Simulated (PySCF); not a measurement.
System: C3H4NSSi, net charge 0, doublet state. It need not be the lowest isomer of its formula. 
Coordinates optimised at B3LYP-D3(BJ)/def2-TZVP (Ansatz):
SMILES: c1([c]scn1)[SiH3]
```xyz
10

Si    -2.3629     0.3959    -0.1961
C     -0.5260     0.0956    -0.0433
C      0.1357    -1.0835    -0.0348
S      1.8329    -0.9530     0.1241
C      1.6016     0.7719     0.1781
N      0.3685     1.1637     0.0838
H     -2.8561     1.1102     1.0022
H     -2.6395     1.2144    -1.3974
H     -3.0368    -0.9156    -0.3139
H      2.4389     1.4471     0.2830
```
Charge 0, spin multiplicity 2.

Dispersion corrections to the total energy (kcal/mol) from the dftd3 and dftd4 libraries through PySCF: D3(BJ) without and D4 with the three-body term, each with the damping fitted for the functional named.

```
functional  D3(BJ)      D4
----------  ------  ------
TPSSh        -8.06   -8.67
revPBE      -16.74  -21.65
BHLYP            …   -8.81
PBE0         -6.00   -5.97
LC-wPBE      -6.72   -7.91
BLYP             …  -15.71
HSE06            …   -5.58
```

Q: What belongs in the gaps?

A: 
- BHLYP, D3(BJ): -9.95
- BLYP, D3(BJ): -14.96
- HSE06, D3(BJ): -4.82
